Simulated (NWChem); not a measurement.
Species: CH$_{3}$ISn, singlet; SMILES [CH3][Sn][I]

Results from NWChem. Low-valent species are run as closed-shell singlets; no triplet was tried in these runs. The geometry was optimised at PBE0/def2-SVP. def2 effective core potentials on Sn, I; no spin-orbit coupling. Level M06-2X/def2-SVP: energy and gradient on several grids; changes count from the extra-fine grid, which is no exact limit either.

Task: Which is the coarsest grid (fine; xcoarse; medium; coarse; xfine) from which on the energy stays within 50 μHa and each gradient component within 100 μHa/bohr of xfine?

Result: fine.
```tsv
grid	size of the energy change (μHa)	largest change of a gradient component (μHa/bohr)	time, medium = 1 (rough)
xcoarse	700	5000	about 1
coarse	300	600	about 1
medium	< 10	200	about 1
fine	< 10	< 30	about 1
xfine	< 10	< 30	2
```
